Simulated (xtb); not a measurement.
fluoroethane (C2H5F), SMILES CCF. All values are semi-empirical tight-binding results from xtb (GFN2-xTB unless named), good for trends rather than for accurate numbers. Geometry optimised at GFN2-xTB.

- point group as xtb finds it = Cs
- orbital gap = 13.31 eV
- dipole moment = 2.36 D
- zero-point energy = 41.6 kcal/mol
- G − E(el) at 298.15 K (modified RRHO) = 25.8 kcal/mol
- static polarisability (D4 model) = 29.0 bohr³
- solvation energy, GFN2-xTB/ALPB(water) = -2.3 kcal/mol
- solvation energy, GFN2-xTB/ALPB(benzene) = -2.2 kcal/mol

Computed IR lines (harmonic; lines under 4 % of the strongest left out, lines within 3 cm⁻¹ merged):
ν (cm⁻¹): 401 (m), 823 (w), 915 (m), 1079 (vs), 1105 (s), 1148 (m), 1327 (m), 1400 (m), 1474 (w), 1490 (w), 2942 (s), 2950 (s), 3050 (s), 3059 (s) (against the strongest line: vs over 80 %, s over 45 %, m over 15 %, w over 4 %, vw less)
